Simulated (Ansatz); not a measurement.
Ansatz (a quantum-chemistry and plane-wave program) input (RI-MP2/def2-TZVPPD):
A basis named .json is the Basis Set Exchange file of that set.

Ansatz 0.2 input:
```yaml
crystal:
  periodic: [false, false, false]
  atoms:
    - {symbol: C, position_ang: [-1.02295599, 0.16202151, -0.18222466]}
    - {symbol: S, position_ang: [0.50216921, -0.03524627, 0.06037744]}
    - {symbol: H, position_ang: [-1.89697145, -0.40818871, 0.12730887]}
basis:
  gaussian:
    orbitals: def2-TZVPPD.json
    fitting: {mean_field: def2-universal-jkfit, correlation: def2-TZVPPD-RIFIT.json}
magnetization: {spin_polarized: true, initial_magnetization: 1}
correlation: {method: mp2, electrons: outside_noble_gas}
```

End of the output:

```
integrals: 0.02 GiB planned
221 factors; integrals over basis functions are off by at most 1.3e0 eV
270 factors; integrals over basis functions are off by at most 7.3e-1 eV
mean field: 0.15 GiB planned
mean field evaluation 1: about -11861.3764 eV, gradient 9.3e0 eV
mean field evaluation 2: about -11861.9969 eV, gradient 4.3e0 eV
mean field evaluation 4: about -11862.1680 eV, gradient 8.1e-1 eV
mean field evaluation 8: about -11862.2033 eV, gradient 3.0e-1 eV
mean field evaluation 16: about -11862.2713 eV, gradient 2.5e-5 eV
mean field evaluation 32: about -11862.2713 eV, gradient 1.4e-6 eV
mean field -11862.27125079 eV, -435.9304279304 hartree, gradient 1.4e-6 eV, S^2 1.001554; 4 other end points of the search recorded, 0 dependent functions left out
6 core orbitals not correlated
reference -11862.27125079 eV, -435.9304279304 hartree; 6, 5 occupied and 93, 94 virtual orbitals, 270 factors
second order -7.91943428 eV of doubles, -0.00000000 eV of singles
Total energy: -11870.19068508 eV, -436.2214617723 hartree
```

It need not be the lowest isomer of its formula.

The determinant is spin-contaminated: <S^2> is 1.00 against 0.75 for a pure state.
